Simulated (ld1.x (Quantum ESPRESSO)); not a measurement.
O: excitation energies, all-electron against PAW

oxygen (O), PAW, made with ld1.x (Quantum ESPRESSO) 7.5 (PBEsol, scalar-relativistic). Core [He], reference 2s2 2p3 (charge +1). Waves: 2s (bound): rcut 0.55, rcutus 0.70 bohr; 2s channel at 1.7 Ry: rcut 0.55, rcutus 0.70 bohr; 2p (bound): rcut 1.05, rcutus 1.45 bohr; 2p channel at -0.35 Ry: rcut 1.05, rcutus 1.45 bohr; 3d channel at -0.1 Ry: rcut 1.25, rcutus 1.50 bohr; 3d channel at 2.65 Ry: rcut 1.25, rcutus 1.50 bohr. Local part: all-electron potential smoothed inside 1.15 bohr (lloc = -1). Core correction: Bessel-smoothed model core, default radius (core density twice the valence density). Augmentation charge: PSQ, inside the norm-conserving radii.

Energies are relative to the spin-unpolarised reference configuration 2s2 2p3; without spin polarisation the order of configurations can differ from experiment. The frozen-core shift is the all-electron ΔE with the core orbitals held at their reference shape minus the fully relaxed ΔE.

```json
{"valence configuration": "2s2 2p4", "charge": "0", "ΔE all-electron (eV)": "-16.360", "error AE − PS (meV)": "+0.7", "frozen-core shift (meV)": "+0.1"}
{"valence configuration": "2s2 2p2", "charge": "+2", "ΔE all-electron (eV)": "33.478", "error AE − PS (meV)": "-2.6", "frozen-core shift (meV)": "+0.7"}
{"valence configuration": "2s2 2p1", "charge": "+3", "ΔE all-electron (eV)": "87.185", "error AE − PS (meV)": "-8.8", "frozen-core shift (meV)": "+5.9"}
{"valence configuration": "2s1 2p5", "charge": "0", "ΔE all-electron (eV)": "-1.505", "error AE − PS (meV)": "+0.1", "frozen-core shift (meV)": "+0.4"}
{"valence configuration": "2s1 2p4", "charge": "+1", "ΔE all-electron (eV)": "15.138", "error AE − PS (meV)": "-0.6", "frozen-core shift (meV)": "+0.4"}
{"valence configuration": "2s2 2p0", "charge": "+4", "ΔE all-electron (eV)": "163.829", "error AE − PS (meV)": "-2.9", "frozen-core shift (meV)": "+25"}
```

**Question.** What are ΔE and the potential's error for 2s2 2p3.5?

**Answer.** ΔE = -10.106 eV all-electron; the error (AE − PS) is +0.4 meV.

Levels in the configuration 2s2 2p2:

| level | all-electron (eV) | pseudo (eV) |
| --- | --- | --- |
| 2s | -58.131 | -58.136 |
| 2p | -43.111 | -43.114 |
